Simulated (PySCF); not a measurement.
## Diatomic cations of Al with group 15

CCSD(T) with double-zeta basis sets in PySCF, for the lowest determinant that a PBE0 search found; no spin–orbit coupling. De refers to high-spin ground-configuration atoms (the charge goes to the atom of lower measured ionisation energy or higher electron affinity, which is not always the lowest computed limit).

```tsv
M	basis	reference, frozen orbitals	charged atom	state (unpaired electrons)	Re (Å)	ωe (cm⁻¹)	De (eV)
P	def2-SVPD	ROHF, 10	Al+	quartet (σ ↑, π ↑↑)	2.683	146	0.42
As	pcseg-1	ROHF, 14	Al+	quartet (σ ↑, π ↑↑)	2.832	121	0.34
Sb	def2-SVPD	UHF, 9	Al+	quartet (σ ↑, π ↑↑)	2.959	136	0.53
Bi	cc-pV(D+d)Z/cc-pVDZ-PP	UHF, 9	Al+	quartet (σ ↑, π ↑↑)	3.018	142	n/a
```

The shortest bond is that of AlP⁺ (2.683 Å), the longest that of AlBi⁺ (3.018 Å).

The rows differ in basis set, which adds steps of its own.

Down a group the atoms grow and get heavier, so bonds lengthen and wavenumbers fall; the exceptions here are the higher wavenumber at Sb, Bi. Relativity and the filled 4f shell contract the atoms of the sixth period.

Correlated steps freeze the inner cores (9 to 14 orbitals); shallow outer-core shells are correlated. UHF and ROHF references stand side by side, which adds small steps between rows. Weak bonds: AlAs⁺, AlP⁺. Basis-set superposition, not corrected here, can be much of De in a small basis, most of all at correlated wavefunction levels. Spin–orbit coupling is left out, which matters for elements this heavy, above all for dissociation energies. For an ion De counts to the pair picked by the measured ionisation energies or electron affinities, which need not be the lowest pair at this level. States were picked by a PBE0 search and need not be the measured ground states.
